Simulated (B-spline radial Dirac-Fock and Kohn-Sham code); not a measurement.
Level of theory: the Dirac equation of a negative muon with reduced mass in the field of a spherical finite nucleus, with the Uehling potential to all orders; nuclear polarisation, deformation, hyperfine structure, self-energy, higher-order vacuum polarisation, relativistic recoil and electron screening are left out; a radial B-spline solver. The nuclear charge is a Fermi distribution (skin thickness 2.3 fm).

Task: A muonic atom of atomic mass 157.94 u emits these computed lines: 2p3/2 → 1s1/2 5176 keV, 3d5/2 → 2p3/2 1880 keV, 4f7/2 → 3d5/2 681.1 keV, 5g9/2 → 4f7/2 313.4 keV. Which element is it, and what rms charge radius was used?

Result: Ytterbium (Z = 70, nuclide ¹⁵⁸Yb); the high transitions hardly feel the nucleus and fix Z. The 2p → 1s line lies 6136 keV below the value for a point nucleus without QED, which for this nuclear model gives a radius near 5.15 fm (5.1498 fm was used).
